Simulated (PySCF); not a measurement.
Compound: C8H6ClN.
Cartesian coordinates in Å at the GFN2-xTB level; atoms count from 1:
```
atom  x, y, z in Å
C1     3.9352   -0.4811    0.1987
C2     2.7444   -0.0008   -0.0543
C3     1.6072    0.4698   -0.3025
C4     0.4175    0.9731   -0.5665
N5    -0.7736    0.3743   -0.2000
C6    -0.9093   -0.8058    0.4832
C7    -2.2363   -1.0651    0.6564
C8    -2.9595   -0.0056    0.0592
C9    -2.0313    0.8553   -0.4537
Cl10  -2.2740    2.3269   -1.2982
H11    4.0640   -1.4103    0.7289
H12    4.8275    0.0352   -0.1147
H13    0.3078    1.9080   -1.1006
H14   -0.0421   -1.3568    0.7871
H15   -2.6617   -1.9139    1.1525
H16   -4.0234    0.1057    0.0133
```

Probes without a nucleus sit at each ring's centroid and 1 Å off its mean plane on both sides; NICS is minus the shielding there, NICSzz its component along the normal. Level: GIAO PBE0/pcSseg-1 (PySCF, non-relativistic, gas phase) on the GFN2-xTB geometry, one conformer.

Ring bond lengths (Å), with Mayer bond orders in brackets: N5–C6 1.370 (1.09), C6–C7 1.363 (1.54), C7–C8 1.415 (1.32), C8–C9 1.366 (1.46), C9–N5 1.370 (1.06).

Q: Give the NICS values of each ring in ppm.

A: 
```csv
ring,type,NICS(0),"NICS(1), two faces","NICS(1)zz, two faces",rms pucker (Å),"centre to ring atoms, mean (Å)"
N5–C6–C7–C8–C9,5-membered ring with N; formal bonds all aromatic,-11.3,-9.0 / -9.0,-22.0 / -22.0,0.00,1.17
```

Q: What can be read from them?

A: 
- N5–C6–C7–C8–C9: mean NICS(1)zz -22.0 ppm, shielded. The ring is flat and has no four-coordinate atom; by the NICS criterion it is aromatic.

Q: And the bond-length index? HOMA takes Krygowski's 1993 parameters.

A: 
- N5–C6–C7–C8–C9: HOMA 0.86; the largest term is that of C7–C8, α(R − Ropt)² = 0.19. The geometric and the magnetic index point the same way.

Q: How shielded are the nuclei of the rings and their hydrogens (means over atoms taken as equivalent)?

A: 
| atoms | environment | σ isotropic (ppm) | principal values of the symmetric part, first atom (ppm) |
| --- | --- | --- | --- |
| N5 | pyrrole-type nitrogen | 60.9 | -5.0, 20.1, 167.5 |
| C6 | aromatic CH next to a ring nitrogen | 65.2 | -10.9, 68.2, 138.3 |
| C7 | aromatic CH carbon | 69.0 | -16.0, 56.8, 166.3 |
| C8 | aromatic CH carbon | 71.2 | -2.5, 65.5, 150.5 |
| C9 | aromatic C–Cl carbon | 62.7 | -6.9, 94.6, 100.4 |
| H14 | aromatic hydrogen | 24.60 | 19.9, 26.1, 27.7 |
| H15 | aromatic hydrogen | 25.19 | 22.8, 25.7, 27.0 |
| H16 | aromatic hydrogen | 25.38 | 22.1, 25.6, 28.4 |
